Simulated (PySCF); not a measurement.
H2O, SMILES [OH2+], charge +1, multiplicity 2.

Coordinates come from a PBE0-D3(BJ)/def2-TZVPD optimisation.

All values below come from TDA-LC-ωPBE/def2-TZVPD run with PySCF.

Vertical excitations. 

```csv
state,energy (eV),λ (nm),f,main pairs
root 1,2.33,533,0.001,β HOMO→LUMO 99 %
root 2,6.40,194,0.000,β HOMO−1→LUMO 99 %
root 3,12.55,99,0.003,"α HOMO→LUMO 29 %, β HOMO→LUMO+1 62 %"
root 4,13.78,90,0.016,α HOMO−1→LUMO 93 %
root 5,13.79,90,0.080,"α HOMO→LUMO 63 %, β HOMO→LUMO+1 31 %"
root 6,14.29,87,0.003,"α HOMO→LUMO+1 24 %, β HOMO→LUMO+2 52 %"
root 7,15.82,78,0.000,α HOMO−1→LUMO+1 86 %
root 8,15.85,78,0.040,"α HOMO→LUMO+1 42 %, β HOMO→LUMO+2 34 %, β HOMO−1→LUMO+1 13 %"
root 9,16.18,77,0.014,"α HOMO−2→LUMO 35 %, α HOMO→LUMO+1 20 %, β HOMO−1→LUMO+1 37 %"
root 10,17.44,71,0.000,"α HOMO−2→LUMO+1 27 %, β HOMO−1→LUMO+2 33 %, β HOMO→LUMO+4 9 %"
```
Unrestricted roots are not spin-pure.
